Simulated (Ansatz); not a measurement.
`C[Si]1(N)BB1`, relaxed with RKS PBE0-D4/def2-TZVP in Ansatz from a PBE-D4/def2-SVP geometry. The force threshold is 0.005 eV/Å; the program also tests the step.

Total charge 0; spin multiplicity 1.

Start:

```xyz
12

C    -0.577   -1.551   -0.256
Si    0.086    0.194    0.039
N    -1.044    1.231   -0.749
B     1.594    0.071    1.472
B     1.678    1.309    0.636
H    -0.608   -1.758   -1.347
H    -1.610   -1.639    0.141
H     0.060   -2.315    0.226
H    -0.933    2.245   -0.794
H    -1.771    0.879   -1.375
H     1.564   -1.064    1.872
H     1.562    2.398    0.134
```

| step | energy (eV) | largest force (eV/Å) | largest move (Å) |
| --- | --- | --- | --- |
| 1 | -11863.5549 | 0.685 | 0.000 |
| 2 | -11863.6114 | 0.246 | 0.028 |
| 3 | -11863.6200 | 0.046 | 0.024 |
| 4 | -11863.6204 | 0.021 | 0.012 |
| 5 (rejected) | -11863.6204 | 0.077 | 0.018 |
| 6 | -11863.6208 | 0.014 | 0.009 |
| 7 | -11863.6215 | 0.030 | 0.045 |
| 8 | -11863.6218 | 0.091 | 0.068 |
| 9 | -11863.6220 | 0.030 | 0.008 |
| 10 | -11863.6220 | 0.018 | 0.015 |
| 11 | -11863.6222 | 0.019 | 0.011 |
| 12 | -11863.6222 | 0.011 | 0.006 |
| 13 | -11863.6222 | 0.007 | 0.014 |
| 14 | -11863.6222 | 0.008 | 0.006 |
| 15 | -11863.6222 | 0.003 | 0.001 |

End:

```xyz
12

C    -0.588   -1.519   -0.219
Si    0.083    0.207    0.023
N    -0.987    1.209   -0.831
B     1.649    0.020    1.393
B     1.600    1.318    0.707
H    -0.606   -1.758   -1.286
H    -1.613   -1.577    0.158
H     0.018   -2.264    0.293
H    -0.878    2.206   -0.894
H    -1.770    0.856   -1.355
H     1.641   -1.112    1.729
H     1.453    2.413    0.282
```

Run time 48 s (4 threads of a server CPU on a shared host); peak host memory 0.52 GiB.
